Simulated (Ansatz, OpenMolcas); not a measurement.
# InCNClF (SMILES N#[C][In]([F])[Cl]): methods side by side

InCNClF: 5 atoms, total charge 0, spin state singlet. SMILES: `N#[C][In]([F])[Cl]`. The shape is that of a PBE0-D4/def2-TZVP optimisation.

Each level gives the HOMO–LUMO gap (eV). The values are calculated.

```
                              level                    kind     program  value (eV)  CPU time
       HF/def2-SVP (core potential)            Hartree–Fock      Ansatz       13.44     5.5 s
    SVWN5/def2-SVP (core potential)                     LDA  OpenMolcas        4.63      15 s
      PBE/def2-SVP (core potential)                     GGA  OpenMolcas        4.78      19 s
   revPBE/def2-SVP (core potential)                     GGA      Ansatz        4.85      11 s
   r2SCAN/def2-SVP (core potential)                meta-GGA  OpenMolcas        5.39      23 s
    B3LYP/def2-SVP (core potential)           global hybrid  OpenMolcas        6.55      18 s
CAM-B3LYP/def2-SVP (core potential)  range-separated hybrid      Ansatz        9.48      16 s
    HSE06/def2-SVP (core potential)  range-separated hybrid      Ansatz        6.41      16 s
```

The values span 4.63 to 13.44 eV. Orbital gaps aren't excitation energies; they tend to grow with the share of exact exchange. Times are those of the runs behind each value, whatever else they computed, on shared processors of several kinds: orders of magnitude only.
